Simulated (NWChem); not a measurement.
Molecule: InBrF2; SMILES [In]([F])([Br])[F]

Results from NWChem. Structure relaxed at the PBE0/def2-SVP level. Not confirmed as a minimum by frequencies. def2 effective core potentials on In; no spin-orbit coupling. Gas phase, vertical.

CAM-B3LYP/def2-SVPD, TDA puts singlet state 3 at 6.19 eV with oscillator strength 0.116.

Q: Give the wavelength, the transition dipole and the radiative lifetime of that state in vacuum.

A: 
1. λ = 1239.84/6.19 = 200 nm, or 49930 cm⁻¹.
2. f = (2/3) ΔE μ² in atomic units, so μ = √(1.5 f/ΔE) = 0.87 a.u. = 2.22 D.
3. τ = 1.499 s cm⁻² / (f ν²) = 5.2 ns, for a non-degenerate state that emits at the vertical energy; a higher state like this one mostly decays faster by other paths.
